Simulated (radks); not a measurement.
Values are calculated unless marked as measured or tabulated.
Spin polarisation of the 3d4 shell in V+. Start: [Ar] 3d(up 2, down 2); electrons of 3d are moved from spin down to spin up, other shells keep equal spins. Code: a radial shooting solver on a logarithmic mesh with Libxc functionals. Model: non-relativistic Kohn-Sham, PBE, spin-polarised, spherical densities, point nucleus.

| moment (Bohr magnetons) | E - E(0) (eV) | e(3d up) (eV) | e(3d down) (eV) | 3p down minus up (eV) |
|---|---|---|---|---|
| 0 | 0.000 | -9.040 | -9.040 | 0.000 |
| 1 | -0.190 | -9.382 | -8.623 | 0.853 |
| 2 | -0.759 | -9.647 | -8.130 | 1.703 |
| 3 | -1.706 | -9.826 | -7.555 | 2.547 |
| 4 | -3.039 | -9.919 | -6.795 | 3.382 |

At moment 4 the spin-polarisation energy is -3.039 eV and the 3d exchange splitting 3.123 eV, that is 0.781 eV per Bohr magneton; E = -I m^2/4 would give I = 0.760 eV.
